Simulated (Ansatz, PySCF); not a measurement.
C₂H₇BFNS, SMILES CN(C)B(F)S. Atoms are numbered in the order given.

```xyz
13

B      0.3143     0.1373    -0.4149
F      1.2095    -0.2711    -1.3266
N     -0.1159    -0.7728     0.5645
C     -0.9864    -0.4643     1.6680
C      0.2829    -2.1614     0.4993
H     -2.0000    -0.8844     1.5303
H     -0.5807    -0.8817     2.6060
H     -1.0750     0.6202     1.8094
H      0.8309    -2.4600     1.4108
H     -0.5966    -2.8237     0.4059
H      0.9347    -2.3287    -0.3660
S     -0.2026     1.8811    -0.6151
H     -1.2312     1.8701     0.2538
```

Geometry: PBE0-D3(BJ)/def2-SVP. The structure was generated by enumeration, and PubChem lists no compound with its InChIKey, so it may never have been made. The values are those of a single conformer.

Two levels are set side by side: PBE-D3(BJ)/def2-SVP (Ansatz, a quantum-chemistry and plane-wave program) and PBE0-D3(BJ)/def2-SVP (Ansatz). Each level has its own optimised geometry; the coordinates shown are those of the second. Frequencies come from the Hessian of PySCF at each geometry. Differences are taken from unrounded values.

| quantity | PBE0-D3(BJ) |
|---|---|
| mean bond length (Å) | 1.285 |
| bond B1–F2 (Å) | 1.341 |
| bond B1–N3 (Å) | 1.404 |
| bond B1–S12 (Å) | 1.830 |
| bond N3–C4 (Å) | 1.439 |
| bond N3–C5 (Å) | 1.446 |
| bond C4–H6 (Å) | 1.106 |
| bond C4–H7 (Å) | 1.104 |
| bond C4–H8 (Å) | 1.097 |
| bond C5–H9 (Å) | 1.105 |
| bond C5–H10 (Å) | 1.105 |
| bond C5–H11 (Å) | 1.096 |
| bond S12–H13 (Å) | 1.347 |
| highest harmonic wavenumber (cm⁻¹) | 3195 |
| mean harmonic wavenumber (cm⁻¹) | 1335 |
| zero-point energy (kcal/mol) | 62.98 |

Q: What does PBE-D3(BJ) give, and how far is it from PBE0-D3(BJ)? (The exact figures need the calculation; the answer reports its results.)

A: 
```json
[
 {"quantity": "mean bond length (Å)", "PBE-D3(BJ)": "1.295", "PBE-D3(BJ) minus PBE0-D3(BJ)": "0.010"},
 {"quantity": "bond B1–F2 (Å)", "PBE-D3(BJ)": "1.354", "PBE-D3(BJ) minus PBE0-D3(BJ)": "0.012"},
 {"quantity": "bond B1–N3 (Å)", "PBE-D3(BJ)": "1.416", "PBE-D3(BJ) minus PBE0-D3(BJ)": "0.011"},
 {"quantity": "bond B1–S12 (Å)", "PBE-D3(BJ)": "1.840", "PBE-D3(BJ) minus PBE0-D3(BJ)": "0.010"},
 {"quantity": "bond N3–C4 (Å)", "PBE-D3(BJ)": "1.448", "PBE-D3(BJ) minus PBE0-D3(BJ)": "0.009"},
 {"quantity": "bond N3–C5 (Å)", "PBE-D3(BJ)": "1.456", "PBE-D3(BJ) minus PBE0-D3(BJ)": "0.010"},
 {"quantity": "bond C4–H6 (Å)", "PBE-D3(BJ)": "1.115", "PBE-D3(BJ) minus PBE0-D3(BJ)": "0.009"},
 {"quantity": "bond C4–H7 (Å)", "PBE-D3(BJ)": "1.113", "PBE-D3(BJ) minus PBE0-D3(BJ)": "0.009"},
 {"quantity": "bond C4–H8 (Å)", "PBE-D3(BJ)": "1.106", "PBE-D3(BJ) minus PBE0-D3(BJ)": "0.008"},
 {"quantity": "bond C5–H9 (Å)", "PBE-D3(BJ)": "1.114", "PBE-D3(BJ) minus PBE0-D3(BJ)": "0.009"},
 {"quantity": "bond C5–H10 (Å)", "PBE-D3(BJ)": "1.114", "PBE-D3(BJ) minus PBE0-D3(BJ)": "0.009"},
 {"quantity": "bond C5–H11 (Å)", "PBE-D3(BJ)": "1.104", "PBE-D3(BJ) minus PBE0-D3(BJ)": "0.008"},
 {"quantity": "bond S12–H13 (Å)", "PBE-D3(BJ)": "1.359", "PBE-D3(BJ) minus PBE0-D3(BJ)": "0.012"},
 {"quantity": "highest harmonic wavenumber (cm⁻¹)", "PBE-D3(BJ)": "3102", "PBE-D3(BJ) minus PBE0-D3(BJ)": "-93"},
 {"quantity": "mean harmonic wavenumber (cm⁻¹)", "PBE-D3(BJ)": "1289", "PBE-D3(BJ) minus PBE0-D3(BJ)": "-46"},
 {"quantity": "zero-point energy (kcal/mol)", "PBE-D3(BJ)": "60.82", "PBE-D3(BJ) minus PBE0-D3(BJ)": "-2.15"}
]
```

GGA bonds tend to be longer and softer than those of functionals with exact exchange. Differences between two approximate levels are no errors against the true value.
